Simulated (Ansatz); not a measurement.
System: InI$_{2}$, charge 1, singlet. InI2+ (SMILES [I][In+][I]).
B3LYP-D3(BJ)/def2-TZVP minimum from Ansatz (a program for electronic structure):
```
In
I 1 2.5675
I 1 2.5675 2 180.00
```
Charge +1, spin multiplicity 1.

Total energies in def2-TZVPP, 16 correlated electrons, 27 frozen orbitals. Open shells are spin-unrestricted; no spin-orbit coupling. Correlated methods leave the cores frozen (noble-gas shells, and filled d and f shells in the p block). Past Kr the def2 sets carry scalar-relativistic core potentials. Spin-orbit terms, left out, reach several kcal/mol for Br and I, and more for heavier atoms. The spin of I2In+ ([I][In+][I], singlet) was assumed, and the state is the lowest solution found for it.

```tsv
method	program	energy (Eh)	minus CCSDT(Q) (mEh)
HF	Ansatz	-782.39452	354.21
MP2	Ansatz	-782.70120	47.53
CCSD	Ansatz	-782.73113	17.60
CCSD(T)	Ansatz	-782.74668	2.05
CCSDT(Q)	Ansatz	-782.74873	0.00
```

Rough core times of Ansatz's runs on a shared machine: CCSD(T) 20 s, CCSDT(Q) 20 min.
